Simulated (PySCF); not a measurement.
# Computed spin Hamiltonian

Compound: C7H7FN (doublet state).
Cartesian coordinates in Å at the GFN2-xTB level; atoms count from 1:
```xyz
16
C7H7FN angstrom
N      3.2502    0.1612   -0.1125
C      2.1603    0.7494   -0.3943
C      0.8004    0.3254   -0.1719
C      0.4753   -0.9475    0.3696
C     -0.8001   -1.3251    0.5911
C     -1.9439   -0.4016    0.3531
F     -2.9624   -1.0580   -0.3413
C     -1.5591    0.8531   -0.3512
C     -0.2671    1.1825   -0.5525
H      3.1472   -0.7524    0.3272
H      2.2708    1.7254   -0.8621
H      1.2766   -1.6430    0.5794
H     -1.0492   -2.3095    0.9552
H     -2.4182   -0.1480    1.3243
H     -2.3693    1.4828   -0.6843
H     -0.0192    2.1144   -1.0412
```

The hyperfine couplings belong to this conformer and change with its torsions.

Identity: `[H]/N=C\C1=C[CH][C@H](F)C=C1` [radical].

Level of theory: PySCF 2.14.0, UKS B3LYP, pcH-1 on C F H N, non-relativistic, mean-field spin-orbit, GIAO. One conformer (not necessarily the lowest) at the GFN2-xTB geometry, without solvent, vibrations or thermal averaging. The geometry wasn't refined by DFT: couplings that depend on bond lengths, twists or pyramidal angles can differ widely from those at the functional's own minimum. No stability test was run, so a lower SCF solution isn't excluded. ⟨S²⟩ is 0.787 where a pure state has 0.75.

```json
{"g1, g2, g3": "2.00144, 2.00314, 2.00344", "g_iso": "2.00267", "Form of g": "close to axial: the two nearest values differ by 15 % of g3 − g1", "⟨S²⟩": "0.7868 (exact 0.7500)"}
```

Isotropic coupling and dipolar principal values T1 to T3, in 10⁻⁴ cm⁻¹ (1 × 10⁻⁴ cm⁻¹ = 2.998 MHz):

```
atom  isotope  a_iso     T1     T2    T3  Mulliken spin population
  N1      14N    3.2   -4.3   -4.2   8.5                      0.28
  C2      13C   -9.8   -5.9    2.1   3.8                     -0.15
  C3      13C   15.4  -13.2  -12.6  25.8                      0.50
  C4      13C  -10.3   -6.9    2.9   3.9                     -0.17
  C5      13C   10.6   -8.8   -8.2  17.0                      0.34
  C6      13C   -6.6   -0.9   -0.2   1.1                     -0.04
  F7      19F   69.2  -18.6  -17.5  36.1                      0.02
  C8      13C   11.5  -10.0   -9.3  19.3                      0.38
  C9      13C  -10.8   -7.3    3.1   4.2                     -0.19
 H10       1H   -6.1   -4.2   -1.2   5.5                     -0.01
 H11       1H    1.7   -1.1   -0.4   1.5                      0.00
 H12       1H    2.8   -1.3   -0.6   1.8                      0.01
 H13       1H   -7.3   -4.1   -0.5   4.6                     -0.01
 H14       1H   40.7   -0.6   -0.4   1.0                      0.05
 H15       1H   -8.1   -4.7   -0.4   5.1                     -0.02
 H16       1H    3.0   -1.2   -0.4   1.6                      0.01
```

Largest spin populations (Mulliken): C3 (+0.50), C8 (+0.38), C5 (+0.34) and N1 (+0.28). Four atoms exceed +0.15. The positive populations add up to 1.59 and the negative ones to -0.59, together 2S = 1.

The SMILES `[H]/N=C\C1=C[CH][C@H](F)C=C1` draws the unpaired electron on C5, whose computed spin population is only +0.34.

Axes: g3 points within 7° of the C8–H15 bond.

Under fast tumbling the dipolar parts average out, and these isotropic splittings remain (the largest six): 1 × 19F (F7, I = 1/2, 2 lines) with 7.40 mT, 1 × 1H (H14, I = 1/2, 2 lines) with 4.35 mT, 2 × 1H (H13/H15, I = 1/2, 3 lines) with 0.82 mT, 1 × 1H (H10, I = 1/2, 2 lines) with 0.65 mT, 1 × 14N (N1, I = 1, 3 lines) with 0.34 mT and 2 × 1H (H12/H16, I = 1/2, 3 lines) with 0.31 mT.

Means are taken over nuclei equivalent by connectivity, which assumes that they swap fast.

The 13C coupling of C3 (46.0 MHz) shows only in satellite lines or after enrichment, since that isotope makes up about 1.07 % of natural carbon.

β density exceeds α density at some nuclei, such as C4/C9 (-0.0281), C2 (-0.0262) and C6 (-0.0176), spin density in bohr⁻³. In a single determinant that takes different orbitals for the two spins, that is spin polarisation.
